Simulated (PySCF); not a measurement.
# Molecular orbitals of ZnH

r²SCAN at R = 1.635 Å; basis Zn pcseg-1, H pcseg-1; no relativity; PySCF 2.14. State: ²Σ⁺ (doublet), unpaired electrons σ ↑. Only the outer orbitals are listed, counted within each symmetry.

```json
{"spin": "α", "orbital": "6σ", "occ.": "1", "ε (eV)": "-11.71", "on Zn (%)": "93", "main shells (%)": "92 Zn d"}
{"spin": "α", "orbital": "1δ", "occ.": "1", "ε (eV)": "-11.43", "on Zn (%)": "100", "main shells (%)": "100 Zn d"}
{"spin": "α", "orbital": "1δ", "occ.": "1", "ε (eV)": "-11.43", "on Zn (%)": "100", "main shells (%)": "100 Zn d"}
{"spin": "α", "orbital": "3π", "occ.": "1", "ε (eV)": "-11.35", "on Zn (%)": "100", "main shells (%)": "100 Zn d"}
{"spin": "α", "orbital": "3π", "occ.": "1", "ε (eV)": "-11.35", "on Zn (%)": "100", "main shells (%)": "100 Zn d"}
{"spin": "α", "orbital": "7σ", "occ.": "1", "ε (eV)": "-8.31", "on Zn (%)": "58", "main shells (%)": "48 Zn s, 42 H s"}
{"spin": "α", "orbital": "8σ", "occ.": "1", "ε (eV)": "-4.68", "on Zn (%)": "71", "main shells (%)": "48 Zn s, 29 H s, 22 Zn p"}
{"spin": "α", "orbital": "4π", "occ.": "0", "ε (eV)": "1.04", "on Zn (%)": "100", "main shells (%)": "100 Zn p"}
{"spin": "α", "orbital": "4π", "occ.": "0", "ε (eV)": "1.04", "on Zn (%)": "100", "main shells (%)": "100 Zn p"}
{"spin": "α", "orbital": "9σ", "occ.": "0", "ε (eV)": "3.54", "on Zn (%)": "98", "main shells (%)": "97 Zn s"}
{"spin": "β", "orbital": "6σ", "occ.": "1", "ε (eV)": "-11.45", "on Zn (%)": "96", "main shells (%)": "95 Zn d"}
{"spin": "β", "orbital": "1δ", "occ.": "1", "ε (eV)": "-11.35", "on Zn (%)": "100", "main shells (%)": "100 Zn d"}
{"spin": "β", "orbital": "1δ", "occ.": "1", "ε (eV)": "-11.35", "on Zn (%)": "100", "main shells (%)": "100 Zn d"}
{"spin": "β", "orbital": "3π", "occ.": "1", "ε (eV)": "-11.26", "on Zn (%)": "100", "main shells (%)": "100 Zn d"}
{"spin": "β", "orbital": "3π", "occ.": "1", "ε (eV)": "-11.26", "on Zn (%)": "100", "main shells (%)": "100 Zn d"}
{"spin": "β", "orbital": "7σ", "occ.": "1", "ε (eV)": "-7.53", "on Zn (%)": "62", "main shells (%)": "53 Zn s, 38 H s"}
{"spin": "β", "orbital": "8σ", "occ.": "0", "ε (eV)": "-2.49", "on Zn (%)": "69", "main shells (%)": "49 Zn s, 31 H s, 18 Zn p"}
{"spin": "β", "orbital": "4π", "occ.": "0", "ε (eV)": "1.73", "on Zn (%)": "100", "main shells (%)": "100 Zn p"}
{"spin": "β", "orbital": "4π", "occ.": "0", "ε (eV)": "1.73", "on Zn (%)": "100", "main shells (%)": "100 Zn p"}
```

Question: Which are the highest filled and the lowest empty level, where do they sit, and how wide is the gap?

Answer: Highest filled α 8σ at -4.68 eV (in %: 48 Zn s, 29 H s, 22 Zn p); lowest empty β 8σ at -2.49 eV (in %: 49 Zn s, 31 H s, 18 Zn p); the gap at r²SCAN is 2.19 eV.

```
bond order (Mayer)                              : 0.72
⟨S²⟩                                            : 0.759
charge on Zn (Mulliken, basis-dependent)        : 0.21
charge on Zn (Löwdin, basis-dependent)          : 0.22
dipole moment (positive dipole means Zn(−)H(+)) : -1.14 D
```

The state was picked by a PBE0 search and need not be the measured ground state.
